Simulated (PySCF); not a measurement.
C₇H₁₂FNO.
SMILES with atom numbers: `[CH3:1][CH:2]([CH3:3])[O:4][C@@H:5]([CH3:6])[C@H:7]([F:8])[C:9]#[N:10]` (hydrogens: H11, H12, H13 on C1; H14 on C2; H15, H16, H17 on C3; H18 on C5; H19, H20, H21 on C6; H22 on C7)

Cartesian coordinates in Å at the PBE0-D3(BJ)/def2-SVP level; atoms count from 1:
```
atom  x, y, z in Å
C1     1.4055    2.0823    0.5724
C2     1.1482    0.6726    0.0848
C3     1.6849    0.4345   -1.3163
O4    -0.2592    0.4782    0.1395
C5    -0.7043   -0.8465    0.1790
C6    -0.9947   -1.3036    1.5944
C7    -1.9662   -0.8783   -0.6881
F8    -2.5161   -2.1309   -0.6755
C9    -1.6675   -0.4860   -2.0723
N10   -1.4298   -0.1902   -3.1642
H11    0.8983    2.8055   -0.0844
H12    2.4824    2.3049    0.5690
H13    1.0194    2.2154    1.5930
H14    1.6305   -0.0391    0.7855
H15    1.2168    1.1312   -2.0276
H16    1.4807   -0.5877   -1.6681
H17    2.7751    0.5823   -1.3410
H18    0.0272   -1.5311   -0.2910
H19   -1.7130   -0.6199    2.0715
H20   -1.4095   -2.3212    1.6025
H21   -0.0696   -1.2996    2.1888
H22   -2.6976   -0.1600   -0.2772
```

Theory: PySCF, TDDFT PBE0/def2-SVPD, vertical, gas phase, core orbitals frozen in the response.

Ground-to-excited transition dipoles (e·a0, same axes as the geometry; the sign carries no meaning), for the states with f of 0.002 or more among the lowest 9:

```json
{"state": "S1", "E (hartree)": "0.2403", "μx": "0.184", "μy": "0.143", "μz": "0.061"}
{"state": "S2", "E (hartree)": "0.2627", "μx": "-0.200", "μy": "-0.032", "μz": "-0.107"}
{"state": "S4", "E (hartree)": "0.2732", "μx": "0.068", "μy": "-0.018", "μz": "-0.250"}
{"state": "S5", "E (hartree)": "0.2892", "μx": "0.096", "μy": "0.134", "μz": "0.030"}
{"state": "S6", "E (hartree)": "0.2912", "μx": "-0.030", "μy": "0.004", "μz": "-0.214"}
{"state": "S8", "E (hartree)": "0.2979", "μx": "-0.027", "μy": "-0.035", "μz": "-0.092"}
{"state": "S9", "E (hartree)": "0.3002", "μx": "0.034", "μy": "0.041", "μz": "0.085"}
```

Task: What oscillator strength does each state have?

Result: f = (2/3) ΔE |μ|² with ΔE in hartree (27.2114 eV).

```tsv
state	|μ|² (au)	|μ| (D)	f
S1	0.058	0.61	0.009
S2	0.053	0.58	0.009
S4	0.068	0.66	0.012
S5	0.028	0.43	0.005
S6	0.047	0.55	0.009
S8	0.010	0.26	0.002
S9	0.010	0.26	0.002
```

Task: Which bond between heavy atoms lies closest to the direction of the S4 transition dipole?

Result: C2–C3, at 8° from it; next C9–N10 and C7–C9 at 19°.

Task: How is the summed strength of these states shared among x, y and z?

Result: (2/3) Σ ΔE μα² gives 0.016 for x, 0.008 for y and 0.026 for z, 0.049 in all.

All these states lie below the vertical ionisation energy of 9.84 eV (ΔSCF).

One conformer stands for the species.
